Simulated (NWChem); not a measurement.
Two isomers of C2H7NOSi, each optimised at PBE-D3(BJ)/def2-SVP with NWChem. Flexible species stand in one conformer each, which need not be the lowest. For one or both, no frequency run checked for a minimum.

A: [SiH2](O)/N=C/C
B: C=C[SiH](N)O

Problem. Which is lower in energy, by how much, and how do their other properties compare?

Solution. B is lower by 7.5 kcal/mol in electronic energy.
```
                                 A      B
---------------------------  -----  -----
highest occupied level (eV)  -5.62  -5.84
orbital gap (eV)              3.79   4.42
dipole (D)                    2.77   1.99
```
